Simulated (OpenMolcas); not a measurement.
# What dynamic correlation does to the levels of Pb2+

* Program: OpenMolcas 26.06
* Basis: ANO-RCC-VDZP [7s6p4d2f1g]
* Scalar Hamiltonian: DKH2, point nucleus
* Active space: 2 electrons in 4 orbitals (6s 6p)
* State averaging: 2S+1 = 3 even, 3 roots; 2S+1 = 1 even, 7 roots; 2S+1 = 3 odd, 3 roots; 2S+1 = 1 odd, 3 roots
* Spin-orbit coupling: RASSI with atomic mean-field integrals over the reference wave functions, term energies averaged over their components

Methods on the same reference wave functions:
A. CASSCF
B. SS-CASPT2, IPEA 0.25 Eh, imaginary shift 0.1 Eh (closed shells correlated: 5d)
C. MS-CASPT2, IPEA 0.25 Eh, imaginary shift 0.1 Eh (closed shells correlated: 5d)

Energies in eV above 6s2 1S0, the measured ground level; measured values from Moore, Atomic Energy Levels, vol. III, NSRDS-NBS 35 (1971 reprint of NBS Circular 467, 1958).

```json
{"Level": "6s2 1S0", "A": "0.0000", "B": "0.0000", "C": "0.0000", "Measured": "0.0000"}
{"Level": "6s 6p 3P* 0", "A": "6.7871", "B": "7.537", "C": "7.598", "Measured": "7.4883"}
{"Level": "6s 6p 3P* 1", "A": "7.3735", "B": "8.067", "C": "8.128", "Measured": "7.9835"}
{"Level": "6s 6p 3P* 2", "A": "9.0555", "B": "9.805", "C": "9.866", "Measured": ""}
{"Level": "6s 6p 1P* 1", "A": "12.1464", "B": "11.752", "C": "11.814", "Measured": "11.8207"}
{"Level": "6p2 3P0", "A": "17.4174", "B": "17.980", "C": "18.039", "Measured": "17.6741"}
{"Level": "6p2 3P1", "A": "18.8823", "B": "19.550", "C": "19.612", "Measured": "19.2710"}
{"Level": "6p2 1S0", "A": "23.5032", "B": "23.511", "C": "23.636", "Measured": "23.3853"}
```

Deviations, from unrounded energies. A percentage is the sum of absolute deviations over the sum of measured energies, with the sign that they share, or ± where signs differ.

```
           Against measurement  Levels     A     B     C
mean absolute deviation (cm-1)       6  3200  1200  1600
      other configurations (%)       6  ±2.7  ±1.0  ±1.4
```

B lies closest to measurement on these levels and A furthest from it. The largest miss of B in the table is 6p2 3P0, by +2500 cm-1. The ranking rests on the paired levels alone, and a cruder setting can come out closer through cancelling errors.

Between B and C the level of the table that moves most is 6p2 1S0, by 1000 cm-1 (lowest in B, highest in C). Moves below CASPT2's spread within the term are not significant.

The lowest spin-free term lies below A's lowest term by 0.335 hartree in B, 0.337 hartree in C.

The ¹D term of p² mixes with s d, which this space lacks. Spin-orbit splittings of 6p shells tend to come out small when the coupling is added on scalar orbitals. Measured partners are found by configuration, term and J. A level has none where our copy of the source lacks it or the pairing is in doubt (some pairs that miss far off the trend of their configuration count as doubtful), and it then counts in no deviation. Levels of configurations outside the active space are missing. Levels that lie high or do not pair safely by name in every column are left out.

* marks odd parity.
